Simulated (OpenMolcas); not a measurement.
# Multiplet structure of C II

```
Program             : OpenMolcas 26.06
Method              : RASSCF
Basis               : ANO-RCC-VQZP [5s4p3d2f1g]
Scalar Hamiltonian  : DKH2, point nucleus
Active space        : 1 electron in 9 orbitals (RAS2 2p; RAS3 3s 3d, at most 1 electron)
State averaging     : 2S+1 = 2 odd, 3 roots; 2S+1 = 2 even, 6 roots
Spin-orbit coupling : RASSI with atomic mean-field integrals over the reference wave functions, term energies averaged over their components
```

Spin-free terms above the lowest, with the occupations of the reference:

```json
{"Configuration": "2s² 2p", "Term": "²P°", "E (cm⁻¹)": "0.0", "Occupations": "2p 1.00"}
{"Configuration": "2s² 3s", "Term": "²S", "E (cm⁻¹)": "116937", "Occupations": "3s 1.00"}
{"Configuration": "2s² 3d", "Term": "²D", "E (cm⁻¹)": "170943", "Occupations": "3d 1.00"}
```

With spin-orbit coupling, above the lowest level:

```tsv
Configuration	Term	J	E (cm⁻¹)	Measured (cm⁻¹)	g	Term weight %
2s² 2p	²P°	1/2	0.0	0.0	0.666	100
2s² 2p	²P°	3/2	63.3	63.4	1.334	100
2s² 3s	²S	1/2	116979	116538	2.002	100
2s² 3d	²D	3/2	170985	145549	0.800	100
2s² 3d	²D	5/2	170986	145551	1.200	100
```

Against the 4 measured excited levels shown (NIST Handbook of Basic Atomic Spectroscopic Data) the mean absolute deviation is 13000 cm-1; the largest miss in energy is 2s² 3d ²D_3/2: computed 170985, measured 145549 cm⁻¹ (+17.5 %).

Spin-orbit coupling puts the lowest level 42.2 cm⁻¹ below the lowest spin-free term.

ANO sets are built for valence states and can reach diffuse excited orbitals poorly. With one active electron the reference holds no correlation, so core polarisation is missing. Computed and measured levels are paired by configuration, term and J; levels that our copy of the source lacks, or whose pairing is in doubt (as where it misses far off the trend of its configuration), stay unpaired and out of the deviations. Levels of configurations outside the active space are missing.

The term weight is that of the spin-free term in the level, not the purity of its configuration. ° marks odd parity.
